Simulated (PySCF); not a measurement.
B(F)2(Et) (C2H5BF2), SMILES B(F)(CC)F. Atoms are numbered in the order given.

```xyz
10

B      0.0137     0.6086     0.0000
F     -1.3127     0.7028     0.0000
F      0.6761     1.7622     0.0000
C      0.7652    -0.7662     0.0000
C     -0.1242    -2.0139     0.0000
H      1.4469    -0.7665     0.8721
H      1.4469    -0.7665    -0.8721
H     -0.7773    -2.0386    -0.8864
H     -0.7773    -2.0386     0.8864
H      0.4755    -2.9373     0.0000
```

Geometry optimised at TPSSh-D3(BJ)/def2-SVP. Other conformers were not sampled.

Two levels are set side by side: PBE/pcSseg-1 (PySCF) and PBE0/pcSseg-1 (PySCF). GIAO shifts against BF3 (¹¹B), CFCl3 (¹⁹F), TMS (¹H), TMS (¹³C) at the same level; non-relativistic, no solvent, atoms listed together averaged. Differences are taken from unrounded values.

```json
[
 {"quantity": "δ(¹¹B) of B1 (ppm)", "PBE0": "18.9", "PBE": "18.8", "PBE minus PBE0": "-0.1"},
 {"quantity": "δ(¹⁹F) of F2, F3 (ppm)", "PBE0": "-72.8", "PBE": "-85.8", "PBE minus PBE0": "-13.1"},
 {"quantity": "δ(¹³C) of C4 (ppm)", "PBE0": "9.3", "PBE": "10.4", "PBE minus PBE0": "1.1"},
 {"quantity": "δ(¹³C) of C5 (ppm)", "PBE0": "10.5", "PBE": "11.0", "PBE minus PBE0": "0.4"},
 {"quantity": "δ(¹H) of H6, H7 (ppm)", "PBE0": "1.28", "PBE": "1.32", "PBE minus PBE0": "0.03"},
 {"quantity": "δ(¹H) of H8, H9, H10 (ppm)", "PBE0": "1.31", "PBE": "1.28", "PBE minus PBE0": "-0.03"}
]
```

Rough cost on one machine, each run with all the roots and properties that it gave: PBE0 against PBE within a factor of 2.
